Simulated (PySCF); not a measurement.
Screening by computed properties: pick the candidate that meets the target.

Species are written as SMILES; each is one conformer at its optimised geometry, gas phase, non-relativistic unless stated; the electronic structure was computed with PySCF and density fitting.

The conformers computed, where there is a choice (atom-mapped SMILES and torsion angles):
- `[H]/[N:5]=[C:4](/[CH:2]([CH3:1])[CH3:3])[CH2:6][CH2:7][S:8][SiH3:9]`: C1–C2–C4–N5 -115°, C2–C4–C6–C7 176°, C4–C6–C7–S8 -176°, C6–C7–S8–Si9 -73°
- `[O:1]=[N:2][c:3]1[cH:4][cH:5][cH:6][cH:7][cH:8]1`: O1–N2–C3–C4 180°
- `[CH3:1][S:2][c:3]1[cH:4][cH:5][p:6][c:7]([C:8]#[N:9])[n:10]1`: C1–S2–C3–C4 180°
- `[N:1]#[C:2][Si:3]1([C:4]([F:5])([F:6])[F:7])[SiH2:8][CH2:9][SiH2:10]1`: C2–Si3–C4–F5 61°
- `[O:1]=[CH:2][SiH2:3][P:4]([SiH3:5])[SiH3:6]`: O1–C2–Si3–P4 17°, C2–Si3–P4–Si5 -26°
- `[CH3:1][S:2][CH2:3][Si@@H:4]([F:5])[SiH3:6]`: C1–S2–C3–Si4 66°, S2–C3–Si4–F5 -85°
- `[CH:1]#[C:2][PH2+:3][P:4]([CH2:5][CH3:6])[CH2:7][PH2:8]`: C2–P3–P4–C5 -165°, P3–P4–C5–C6 -37°, P3–P4–C7–P8 -24°, H–P8–C7–P4 -177°, H–P8–C7–P4 -82°
- `[CH2:1]=[C:2]([CH3:3])[P:4]([CH2:5][PH3+:6])[C:7]([F:8])([F:9])[F:10]`: C1–C2–P4–C5 -116°, C2–P4–C5–P6 -153°, C2–P4–C7–F8 62°

Problem. Wanted: dipole moment between 3 D and 5 D (PBE0/pcSseg-1) and smallest rotational constant above 0.7 GHz (GFN2-xTB), at GFN2-xTB geometries. Which candidate meets both?
A. `O=C[SiH2]P([SiH3])[SiH3]`
B. `N#C[Si]1(C(F)(F)F)[SiH2]C[SiH2]1`
C. `[H]/N=C(\CCS[SiH3])C(C)C`
D. `CSc1ccpc(C#N)n1`
E. `CSC[Si@@H](F)[SiH3]`
F. `O=NC1=CC=CC=C1`

Solution. F. Computed values:
```csv
species,dipole moment,smallest rotational constant
CSC[Si@@H](F)[SiH3],0.60 D,1.039 GHz
[H]/N=C(\CCS[SiH3])C(C)C,1.76 D,0.464 GHz
O=C[SiH2]P([SiH3])[SiH3],2.32 D,0.810 GHz
O=NC1=CC=CC=C1,4.12 D,1.260 GHz
CSc1ccpc(C#N)n1,4.65 D,0.515 GHz
N#C[Si]1(C(F)(F)F)[SiH2]C[SiH2]1,5.27 D,0.570 GHz
```

Problem. Wanted: HOMO–LUMO gap between 5.4 eV and 6.6 eV (PBE0/pcSseg-1) and HOMO energy above -6.7 eV (PBE0/pcSseg-1), at GFN2-xTB geometries. Which candidate meets both?
A. `CSC[Si@@H](F)[SiH3]`
B. `C#C[PH2+]P(CC)CP`
C. `O=C[SiH2]P([SiH3])[SiH3]`
D. `[H]/N=C(\CCS[SiH3])C(C)C`
E. `C=C(C)P(C[PH3+])C(F)(F)F`
F. `O=Nc1ccccc1`

Solution. A. Computed values:
| species | HOMO–LUMO gap | HOMO energy |
| --- | --- | --- |
| O=Nc1ccccc1 | 3.55 eV | -6.48 eV |
| O=C[SiH2]P([SiH3])[SiH3] | 5.21 eV | -7.08 eV |
| C#C[PH2+]P(CC)CP | 5.59 eV | -11.68 eV |
| CSC[Si@@H](F)[SiH3] | 5.76 eV | -6.36 eV |
| C=C(C)P(C[PH3+])C(F)(F)F | 6.36 eV | -11.50 eV |
| [H]/N=C(\CCS[SiH3])C(C)C | 6.88 eV | -6.88 eV |
